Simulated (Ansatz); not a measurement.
Ansatz (a first-principles code) input (RI-MP2/cc-pVTZ):
A basis named .json is the Basis Set Exchange file of that set.

Ansatz 0.2 input:
```yaml
crystal:
  periodic: [false, false, false]
  atoms:
    - {symbol: Br, position_ang: [1.50342876, -0.28047451, -0.00227293]}
    - {symbol: C, position_ang: [-0.30757946, 0.16413475, -0.00954106]}
    - {symbol: C, position_ang: [-0.94591454, 1.35608605, -0.10913609]}
    - {symbol: C, position_ang: [-2.34362437, 1.04599892, -0.05351804]}
    - {symbol: C, position_ang: [-2.43719041, -0.29887836, 0.07431534]}
    - {symbol: O, position_ang: [-1.18851104, -0.85805086, 0.10300456]}
    - {symbol: H, position_ang: [-0.48443416, 2.32232581, -0.20846922]}
    - {symbol: H, position_ang: [-3.16335090, 1.74233683, -0.10321300]}
    - {symbol: H, position_ang: [-3.25828065, -0.98769587, 0.15447739]}
basis:
  gaussian:
    orbitals: cc-pVTZ
    fitting: {mean_field: def2-universal-jkfit, correlation: cc-pVTZ-RIFIT.json}
magnetization: {spin_polarized: false}
correlation: {method: mp2, electrons: outside_noble_gas}
```

Output:

```
Functional definition: HF
integrals: 0.30 GiB planned
697 factors; integrals over basis functions are off by at most 8.8e-1 eV
0.62 GiB of device memory are held for the factors and their scratch space
mean field: 1.10 GiB planned
mean field evaluation 1: about -76204.3799 eV, gradient 3.4e1 eV
mean field evaluation 2: about -76206.9197 eV, gradient 1.8e1 eV
mean field evaluation 4: about -76207.6454 eV, gradient 1.8e0 eV
mean field evaluation 8: about -76207.6548 eV, gradient 1.4e-6 eV
mean field -76207.65477763 eV, -2800.5796576743 hartree, gradient 1.4e-6 eV, S^2 0.000000; 0 other end points of the search recorded, 0 dependent functions left out; unrestricted orbitals would lower it
19 core orbitals not correlated
661 factors; their error is unknown
reference -76207.65477763 eV, -2800.5796576743 hartree; 16, 16 occupied and 200, 200 virtual orbitals, 661 factors
second order -27.87424055 eV of doubles, -0.00000000 eV of singles
Total energy: -76235.52901818 eV, -2801.6040171206 hartree
```
